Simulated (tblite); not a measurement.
Compound: C3H3F3O.
Atom-mapped SMILES: `[CH2:1]=[CH:2][O:3][C:4]([F:5])([F:6])[F:7]` (hydrogens: H8, H9 on C1; H10 on C2)

Computed with GFN2-xTB (tblite), gas phase: Langevin dynamics at 400 K from the optimised GFN2-xTB geometry, time step 0.5 fs, friction 0.01 fs⁻¹, 2000 steps.

Start geometry:
```
atom  x, y, z in Å
C1     -1.413   -0.336    0.384
C2     -0.855    0.094   -0.727
O3      0.494    0.370   -0.949
C4      1.366    0.200    0.029
F5      2.576    0.523   -0.412
F6      1.131    0.960    1.112
F7      1.442   -1.062    0.484
H8     -0.875   -0.535    1.293
H9     -2.473   -0.505    0.406
H10    -1.386    0.296   -1.643
```

The statistics below take the 31 frames saved every 25 fs from 250 to 1000 fs; their kinetic temperature (all 3N coordinates) averages 399 K.

**Question.** Give the mean, spread and extremes of the bond lengths.

**Answer.** 
```
  bond  start (Å)  mean (Å)  standard deviation (Å)  shortest (Å)  longest (Å)
 C1=C2      1.316     1.320                   0.021         1.272        1.358
 C2–O3      1.395     1.406                   0.045         1.314        1.487
 O3–C4      1.321     1.316                   0.025         1.269        1.379
 C4–F5      1.328     1.334                   0.032         1.270        1.398
 C4–F6      1.344     1.349                   0.029         1.290        1.398
 C4–F7      1.344     1.350                   0.032         1.274        1.411
 C1–H8      1.075     1.086                   0.039         1.014        1.161
 C1–H9      1.074     1.080                   0.028         1.029        1.137
C2–H10      1.078     1.082                   0.021         1.038        1.127
```

**Question.** Give the same statistics for bond angles, one of each kind among heavy atoms.

**Answer.** 
```tsv
angle	start (°)	mean (°)	standard deviation (°)	smallest (°)	largest (°)
C1–C2–O3	127.6	127.2	4.0	119.3	137.9
C2–O3–C4	119.7	121.0	5.2	107.8	131.4
O3–C4–F5	109.0	109.3	2.2	104.3	114.1
O3–C4–F6	114.1	114.3	2.7	109.2	120.7
F5–C4–F6	106.8	106.3	3.4	100.6	114.8
F6–C4–F7	105.6	105.1	3.6	97.5	112.2
```

**Question.** How far does each atom move about its mean position (frames aligned on the start, all atoms weighted alike), and what rms force does it feel?

**Answer.** 
| atom | rms displacement (Å) | rms force (eV/Å) |
| --- | --- | --- |
| C1 | 0.10 | 2.32 |
| C2 | 0.07 | 1.91 |
| O3 | 0.22 | 1.85 |
| C4 | 0.06 | 1.82 |
| F5 | 0.15 | 1.21 |
| F6 | 0.21 | 1.04 |
| F7 | 0.24 | 1.07 |
| H8 | 0.26 | 1.35 |
| H9 | 0.20 | 1.01 |
| H10 | 0.21 | 0.91 |

The displacements run from 0.06 to 0.26 Å, the largest at H8.

**Question.** Follow the torsions C1–C2–O3–C4 and C2–O3–C4–F5 through every second one of these frames.

**Answer.** 
| t (fs) | C1–C2–O3–C4 (°) | C2–O3–C4–F5 (°) |
| --- | --- | --- |
| 250 | -37 | -150 |
| 300 | 13 | -174 |
| 350 | 15 | 172 |
| 400 | 1 | 168 |
| 450 | 11 | 155 |
| 500 | -15 | 176 |
| 550 | -9 | -179 |
| 600 | -33 | -162 |
| 650 | -20 | -173 |
| 700 | -4 | -179 |
| 750 | 10 | 168 |
| 800 | -2 | 168 |
| 850 | -40 | -162 |
| 900 | -58 | -146 |
| 950 | -38 | -156 |
| 1000 | 16 | 178 |

Largest departure from the start value over all these frames: C1–C2–O3–C4 58° (start 0°), C2–O3–C4–F5 34° (start 180°).

**Question.** How widely does the potential energy scatter, against a harmonic estimate?

**Answer.** Mean 0.38 eV above the start, standard deviation 0.079 eV, range 0.16 to 0.52 eV. For 24 classical harmonic modes at 400 K the canonical values are 24kT/2 = 0.41 eV and kT·√(24/2) = 0.119 eV.

The run is classical and short, so these are rough statistics of one trajectory.

What follows is the cost of the whole dynamics run. On one thread, Intel Xeon Platinum 8488C (x86_64), shared host with 192 logical CPUs at a one-minute load of 42, this took 6.3 s wall and 0.18 GiB of memory at its peak.
